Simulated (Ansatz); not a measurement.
**Redistribution: C2H2BrF + C4H9I → C2H2FI + C4H9Br**

Species: C2H2BrF `C=C(F)Br`, singlet; C4H9I (tert-butyl iodide) `CC(C)(C)I`, singlet; C2H2FI `C=C(F)I`, singlet; C4H9Br `CC(C)(C)Br`, singlet. The partners trade Br for I; both sit on C, so the bond types are kept.

Shapes, held fixed at every level: PBE0-D4/def2-TZVP. Programs: Ansatz 0.2.0. Electronic energies: no zero-point or thermal term.

(1) Estimate ΔE of this reaction.

## Answers

(1) The highest level, CCSD(T)/def2-TZVPP, gives ΔE = -0.8 kJ/mol; the levels span -2.1 to +2.8. That is about zero within the method's error. They disagree on the sign: 2 of 8 are positive. The column of differences is taken from that level and isn't an error. No measured value is set beside it here. For atoms past krypton def2 sets carry core potentials with scalar relativity. Relativity is left out for Br. Outer-core shells of Br, I are correlated in most correlated rows, in sets that cover them unevenly.

| level | kind | ΔE (kJ/mol) | less CCSD(T)/def2-TZVPP |
| --- | --- | --- | --- |
| HF/def2-SVP | Hartree–Fock | -0.9 | -0.1 |
| SPW92/def2-TZVPP | LDA | +0.6 | +1.4 |
| PBE-D4/def2-TZVPP | GGA | -0.2 | +0.6 |
| B3LYP-D4/def2-TZVPP | global hybrid | -1.6 | -0.8 |
| BHLYP-D4/def2-TZVPP | global hybrid | -1.8 | -1.0 |
| B2PLYP/def2-TZVPP | double hybrid | -2.1 | -1.3 |
| MP2/def2-SVP | perturbation theory | +2.8 | +3.6 |
| CCSD(T)/def2-TZVPP | coupled cluster or CI | -0.8 | 0.0 |
